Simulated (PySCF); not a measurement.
HgF⁺: one state, many levels of theory

State: ¹Σ⁺ (singlet), closed shell. Set-up: basis Hg def2-SVP with ECP60, F def2-SVP; scalar-relativistic core potentials; PySCF 2.14. De refers to Hg⁺ + F in their high-spin ground configurations, without counterpoise correction. A positive dipole points towards F; it is taken about the centre of mass and depends on that origin.

| Level | Re (Å) | ωe (cm⁻¹) | De (eV) | μ (D) | CPU s a point (SCF and correlation, without the integrals) |
| --- | --- | --- | --- | --- | --- |
| RHF | 1.920 | 655 | -0.55 | -5.48 | 0.059 |
| RHF-MP2 | 1.931 | 590 | 1.19 | n/a | 0.09 |
| RHF-SCS-MP2 | 1.938 | 580 | 1.10 | n/a | n/a |
| RHF-CCSD | 1.945 | 567 | 1.04 | n/a | n/a |
| RHF-CCSD(T) | 1.968 | 511 | 1.25 | n/a | 1.9 |
| LDA | 1.909 | 598 | 2.90 | -3.01 | 0.32 |
| PBE | 1.951 | 553 | 2.15 | -3.11 | 0.65 |
| PBEsol | 1.929 | 575 | 2.41 | -3.08 | 0.47 |
| r²SCAN | 1.932 | 581 | 1.78 | -3.47 | 0.85 |
| PBE0 | 1.929 | 593 | 1.51 | -3.74 | 0.87 |
| B97-3 | 1.942 | 577 | 1.51 | -3.85 | 0.41 |
| ωB97X | 1.925 | 616 | 1.69 | -4.10 | 0.55 |

(1) Which functional lies closest to RHF-CCSD(T) in De, which farthest, and by how much do they differ from it?

(2) What does the step from GGA to meta-GGA do here, going from PBE to r²SCAN?

(3) What does second-order correlation do here, going from RHF to RHF-MP2?

Correlated steps freeze 1 core orbital. Correlated levels converge slowly with the basis: in double zeta they bind strong bonds too weakly, by up to about 1 eV, and carry superposition errors of some tenths. Spin–orbit coupling is left out, which matters for elements this heavy, above all for dissociation energies. For an ion De counts to the pair picked by the measured ionisation energies or electron affinities, which need not be the lowest pair at this level. Where the molecule has an RHF reference, its open-shell atoms are computed with UHF. The CCSD T1 diagnostic is raised, a sign that a single reference may not be enough here. A negative De means that the minimum lies above the separated atoms at that level.

The whole job (state search and all levels along the bond) took about 1.4 min on 1 thread of Intel Xeon Platinum 8488C (shared host), peak memory 0.53 GiB.

Answers

(1) Closest is PBE0 (-3.9 pm in Re, +16.0 % in ωe, +0.26 eV in De against RHF-CCSD(T) in the same basis), farthest LDA (-5.9 pm in Re, +17.0 % in ωe, +1.65 eV in De). CCSD(T) converges more slowly with the basis than the functionals do and binds too weakly in this one, so the order can change at the basis-set limit.

(2) r²SCAN less PBE: -1.9 pm in Re, +5.1 % in ωe, -0.37 eV in De. 

(3) RHF-MP2 less RHF: +1.1 pm in Re, -9.9 % in ωe, +1.74 eV in De. Correlation nearly always deepens the well. The bond lengthens, as in strong covalent bonds, where excitations into antibonding orbitals dominate.
